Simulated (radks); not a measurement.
Results of a calculation; reference values are marked as such.
Excited configurations of B IV: one electron is placed in a higher orbital outside 1s1. The ground configuration is [He]. Level of theory: scalar-relativistic Kohn-Sham, r2SCAN, spin-polarised, spherical densities, finite nucleus; open shells are filled with parallel spins first; meta-GGA in the generalised Kohn-Sham scheme; Fermi nuclear charge, rms radius 2.406 fm (a radial shooting solver on a logarithmic mesh with Libxc functionals). Excitation = E - E(ground); binding = E(ion) - E, where the ion is the core of charge +4; n* = 4/sqrt(2 binding) in atomic units, and the quantum defect is n - n*.

[
 {"outer orbital": "3d", "excitation (eV)": "235.94", "binding (eV)": "23.541", "n*": "3.041", "quantum defect": "-0.041", "<r> (bohr)": "2.668"},
 {"outer orbital": "4p", "excitation (eV)": "245.44", "binding (eV)": "14.040", "n*": "3.938", "quantum defect": "0.062", "<r> (bohr)": "5.585"},
 {"outer orbital": "4f", "excitation (eV)": "246.14", "binding (eV)": "13.346", "n*": "4.039", "quantum defect": "-0.039", "<r> (bohr)": "4.568"},
 {"outer orbital": "5s", "excitation (eV)": "250.28", "binding (eV)": "9.202", "n*": "4.864", "quantum defect": "0.136", "<r> (bohr)": "8.908"},
 {"outer orbital": "5d", "excitation (eV)": "250.76", "binding (eV)": "8.719", "n*": "4.997", "quantum defect": "0.003", "<r> (bohr)": "8.635"},
 {"outer orbital": "5f", "excitation (eV)": "250.80", "binding (eV)": "8.688", "n*": "5.006", "quantum defect": "-0.006", "<r> (bohr)": "7.929"},
 {"outer orbital": "6d", "excitation (eV)": "253.39", "binding (eV)": "6.088", "n*": "5.980", "quantum defect": "0.020", "<r> (bohr)": "12.74"},
 {"outer orbital": "7f", "excitation (eV)": "254.99", "binding (eV)": "4.498", "n*": "6.957", "quantum defect": "0.043", "<r> (bohr)": "16.87"}
]

The Delta-SCF ionisation energy is 259.48 eV (NIST Atomic Spectra Database: 259.37 eV, theoretical). Self-interaction in the functional shifts the binding energies and quantum defects, so they are the method's values and not measured ones.
